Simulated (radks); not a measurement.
Kinetic energies: the exact non-interacting value of the Kohn-Sham orbitals and orbital-free approximations, as 100 (|E| - |E exact|)/|E exact|, negative where the magnitude is too small. Species: Sr2+ [Kr]; B4+ 1s1. All-electron calculation, non-relativistic Kohn-Sham, r2SCAN, spin-polarised, spherical densities, point nucleus; meta-GGA in the generalised Kohn-Sham scheme. Program: a radial shooting solver on a logarithmic mesh with Libxc functionals. Every spin shell is full or empty, so the densities are truly spherical. Functionals are evaluated on that one density, not self-consistently.

functional,Sr2+,B4+
exact (hartree),3131.15,12.5002
Thomas-Fermi,-5.75,-8.29
von Weizsacker,-54.44,0.00
TF + vW/9,-0.68,+2.83
TF + vW/5,+3.37,+11.71
LC94,+0.08,+2.31
revAPBEK,+0.36,+3.05
Thakkar,-0.46,+2.51
Pearson,-1.01,-2.26
LKT,+21.38,+62.70
DePristo-Kress,-0.04,+3.01
Ernzerhof,-0.35,+6.77
